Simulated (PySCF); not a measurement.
Species: ethyl methanesulfonate, C3H8O3S.
SMILES: `C(C)OS(C)(=O)=O`

Level: B3LYP/def2-SVPD in PySCF, non-relativistic, on one gas-phase PBE0-D3(BJ)/def2-SVP geometry that isn't relaxed in the solvent. The solvent is an IEF-PCM continuum (van der Waals radii × 1.2), and excitations are vertical TDDFT with non-equilibrium linear response and a frozen core. Specific hydrogen bonds and non-electrostatic terms are outside this model.

Gas-phase singlets (H = HOMO, L = LUMO):

```json
{"state": "S1", "E (eV)": "7.819", "λ (nm)": "159", "f": "0.007", "leading configurations": "H→L 95%"}
{"state": "S2", "E (eV)": "8.030", "λ (nm)": "154", "f": "0.003", "leading configurations": "H-1→L 94%"}
{"state": "S3", "E (eV)": "8.102", "λ (nm)": "153", "f": "0.060", "leading configurations": "H-2→L 95%"}
{"state": "S4", "E (eV)": "8.293", "λ (nm)": "149", "f": "0.003", "leading configurations": "H-3→L 92%"}
{"state": "S5", "E (eV)": "8.354", "λ (nm)": "148", "f": "0.004", "leading configurations": "H→L+2 64%, H→L+4 13%"}
```

Q: What are the lowest 5 singlets in acetonitrile (ε = 35.69)?

A: 
| state | E (eV) | λ (nm) | f | leading configurations | change by rank (eV) |
| --- | --- | --- | --- | --- | --- |
| S1 | 8.005 | 155 | 0.007 | H→L 93% | +0.186 |
| S2 | 8.218 | 151 | 0.008 | H-1→L 79%, H-2→L 13% | +0.188 |
| S3 | 8.297 | 149 | 0.091 | H-2→L 83%, H-1→L 14% | +0.195 |
| S4 | 8.550 | 145 | 0.029 | H→L+2 46%, H→L+4 30% | +0.257 |
| S5 | 8.607 | 144 | 0.004 | H-3→L 88% | +0.253 |

Q: Give the list for dimethylsulfoxide (ε = 46.83), n² = 2.19.

A: 
```csv
state,E (eV),λ (nm),f,leading configurations,change by rank (eV)
S1,8.002,155,0.008,H→L 93%,+0.183
S2,8.217,151,0.009,"H-1→L 77%, H-2→L 15%",+0.187
S3,8.292,150,0.098,"H-2→L 80%, H-1→L 16%",+0.190
S4,8.547,145,0.031,"H→L+2 46%, H→L+4 30%",+0.254
S5,8.605,144,0.004,H-3→L 88%,+0.251
```

Q: How do the frontier levels move from gas to dimethylsulfoxide?

A: 
```tsv
orbital	gas (eV)	solvent (eV)	change (eV)
LUMO+2	0.77	0.95	+0.18
LUMO+1	0.57	0.86	+0.29
LUMO	-0.05	0.16	+0.21
HOMO	-8.74	-8.76	-0.02
HOMO-1	-8.97	-9.07	-0.10
HOMO-2	-9.02	-9.10	-0.08
HOMO-3	-9.24	-9.50	-0.26
```

The HOMO–LUMO gap goes from 8.70 to 8.92 eV. Rows go by rank; for HOMO-2, HOMO-1, HOMO, LUMO, LUMO+1 and LUMO+2 the atom shares or the degeneracy differ between the runs, so the row needn't follow one orbital.

Conformer computed: `[CH3:1][CH2:2][O:3][S:4]([CH3:5])(=[O:6])=[O:7]`: C1–C2–O3–S4 -128°, C2–O3–S4–C5 -93°.
